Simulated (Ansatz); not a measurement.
Isolated molecules relaxed with PBE0-D4/def2-TZVP in Ansatz; ΔE leaves out vibrations. CCSD(T)/CBS adds triple-zeta CCSD(T) − MP2 to the extrapolated MP2 energy (def2 sets, frozen cores). DFT in def2-TZVPP. HSE06 is defined as in plane-wave codes. Each species was taken in one conformer, which may not be the lowest.

`O=CB[SiH3]` → `B[SiH2]C=O`  (isomerisation)

Q: Is it downhill or uphill in electronic energy at CCSD(T)/CBS, and by how much? (Estimate.)

A: Computed: Uphill: ΔE = +24.5 kJ/mol.

Q: What do these levels give: HSE06-D4, ωB97X-V, B2PLYP, r2SCAN, CAM-B3LYP, RPA@PBE/def2-TZVPP? (An estimate is asked.)

A: The calculation gave: HSE06-D4 28.3, ωB97X-V 24.3, B2PLYP 26.8, r2SCAN 32.7, CAM-B3LYP 25.1, RPA@PBE/def2-TZVPP 29.6 kJ/mol.

Largest T1 diagnostic among the species: 0.021, so the coupled-cluster value is less sure than usual.

From r2SCAN to r2SCAN0 (25 % exact exchange), in def2-TZVPP and without D4, ΔE moves by −5.0 kJ/mol. Leaving LDA and LC-ωPBE aside and taking each functional with its dispersion term where it has one, the values, not all of them listed here, spread over 15.6 kJ/mol, from BHLYP-D4 to PBE-D4. LDA lies +10.6 kJ/mol from PBE without D4.
